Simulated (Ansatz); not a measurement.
C₃H₆FNSi, SMILES `C[C@@H]1C=N[Si@H]1F`. The species carries charge 0 and has multiplicity 1.

Cartesian coordinates in Å:
```
C 0.650 1.388 -0.335
C -0.110 0.305 0.406
C 0.657 -0.956 0.781
N 0.062 -2.044 0.443
Si -1.123 -1.054 -0.410
F -2.647 -1.242 0.012
H 1.106 1.006 -1.252
H 1.451 1.808 0.281
H -0.014 2.209 -0.614
H -0.604 0.707 1.298
H 1.639 -0.945 1.273
H -1.066 -1.181 -1.885
```

(1) List the harmonic frequencies (cm⁻¹, unscaled) at PBE0-D4/def2-TZVP in Ansatz. (An estimate is asked.)

(2) Is this a minimum?

(3) Give the ideal-gas thermochemistry at 298.15 K and 1 bar (rigid rotor, harmonic oscillator; point group C1, symmetry number 1).

(4) Rotational constants (cm⁻¹)?

Results:

(1) The calculation gave: 135, 170, 203, 224, 309, 457, 586, 666, 741, 806, 837, 895, 917, 931, 978, 1102, 1134, 1159, 1293, 1329, 1407, 1489, 1494, 1610, 2249, 3041, 3045, 3066, 3110, 3128.

(2) Yes, all 30 modes are real.

(3) Zero-point energy 230.3 kJ/mol; H(298) − E = 250.4 kJ/mol; entropy 337.4 J/(mol·K), of which translation 166.7, rotation 113.3, vibration 57.4; G(298) − E = 149.8 kJ/mol.

(4) 0.1665, 0.08015, 0.06124.
